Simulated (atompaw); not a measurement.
**Logarithmic derivatives: P (Z = 15), PAW (atompaw)**

atompaw 4.2.0.5 input, output lines left out:

```
P 15
LDA-PW scalarrelativistic loggrid 1500 logderivrange -16 5 526
3 3 0 0 0 0
3 1 1
0 0 0
c
v
v
v
v
2
1.10 1.05 0.85 0.85
n
n
y
0.15
n
custom polynom vanderbiltortho sinc
bessel
0.85
1.10
0.50
0.70
1.10
```

The phase is arctan(r·u′/u) with u = r·R(r), unwrapped; energies in Ry, scanned from -16 to 5 Ry. A pole is an energy at which the radial function vanishes at the test radius. The pseudo phase is shifted by a multiple of π to meet the all-electron one at the reference energy, and phase errors are pseudo minus all-electron; the curves can meet again beyond the range given. Levels narrower than the energy grid can be missing from the lists of poles.

| channel | radius (bohr) | reference energy (Ry) | poles, all-electron | poles, pseudo | unbroken range about the reference energy with phases within 0.05 rad | phase error 1 Ry above the reference energy (rad) |
| --- | --- | --- | --- | --- | --- | --- |
| s | 1.11 | -2.50 | -13.74 | -13.74 | the whole range | +0.000 |
| p | 1.11 | -1.79 | -10.23 | -10.23 | the whole range | +0.000 |
| d | 1.11 | 0.15 | none | none | the whole range | +0.001 |

Phases in the s channel:

```tsv
E (Ry)	all-electron	pseudo
-16.00	1.002	1.002
-15.04	-0.157	-0.157
-14.08	-1.479	-1.479
-13.12	-1.662	-1.662
-12.16	-1.733	-1.733
-11.20	-1.776	-1.776
-10.24	-1.810	-1.810
-9.28	-1.840	-1.840
-8.32	-1.869	-1.869
-7.36	-1.901	-1.901
-6.40	-1.937	-1.937
-5.44	-1.978	-1.978
-4.48	-2.029	-2.029
-3.52	-2.093	-2.093
-2.56	-2.179	-2.179
-1.60	-2.297	-2.297
-0.64	-2.466	-2.466
0.32	-2.714	-2.714
1.28	-3.056	-3.056
2.24	-3.446	-3.447
3.20	-3.787	-3.787
4.16	-4.032	-4.033
```
